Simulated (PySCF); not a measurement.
BBr₂, SMILES [B](Br)Br (connectivity only; charge and spin as stated), charge +1, multiplicity 1.

Geometry optimised at B3LYP-D3(BJ)/def2-TZVP. The spin state was assumed, not searched. The isomer is the one that the SMILES or the coordinates give; other isomers of the formula were not compared.

The numbers are results of TDA-PBE0/def2-SVPD (PySCF 2.14.0), not measurements.

Vertical excitations; the highest root listed may be one member of a degenerate set. Isolated molecule, no solvent. State labels are in the subgroup D2h.

Q: Estimate the UV-visible absorptions. (The exact figures need the calculation; the answer reports its results.)

A: 
```tsv
state	symmetry	energy (eV)	λ (nm)	f	main pairs
S1	Au	5.58	222	0.000	HOMO−1→LUMO 50 %, HOMO→LUMO+1 50 %
S2	B1u	5.75	216	0.000	HOMO−1→LUMO+1, HOMO→LUMO (degenerate set)
S3	Au	5.75	216	0.000	HOMO→LUMO+1, HOMO−1→LUMO (degenerate set)
S4	B1g	6.75	184	0.000	HOMO−3→LUMO+1 50 %, HOMO−2→LUMO 50 %
S5	Ag	6.93	179	0.000	HOMO−2→LUMO+1, HOMO−3→LUMO (degenerate set)
S6	B1g	6.93	179	0.000	HOMO−2→LUMO, HOMO−3→LUMO+1 (degenerate set)
S7	B2g	7.79	159	0.000	HOMO−1→LUMO+2 (degenerate set)
S8	B3g	7.79	159	0.000	HOMO→LUMO+2 (degenerate set)
S9	B1u	7.93	156	1.034	HOMO→LUMO 42 %, HOMO−1→LUMO+1 42 %, HOMO−4→LUMO+2 13 %
S10	B2g	8.98	138	0.000	HOMO−4→LUMO+1 97 %
T1	B1u	5.06	245	0	HOMO−1→LUMO+1 50 %, HOMO→LUMO 50 %
T2	B1u	5.29	234	0	HOMO→LUMO, HOMO−1→LUMO+1 (degenerate set)
T3	Au	5.29	234	0	HOMO−1→LUMO, HOMO→LUMO+1 (degenerate set)
T4	Au	5.58	222	0	HOMO→LUMO+1 50 %, HOMO−1→LUMO 50 %
```
Triplets are in the Tamm–Dancoff approximation.
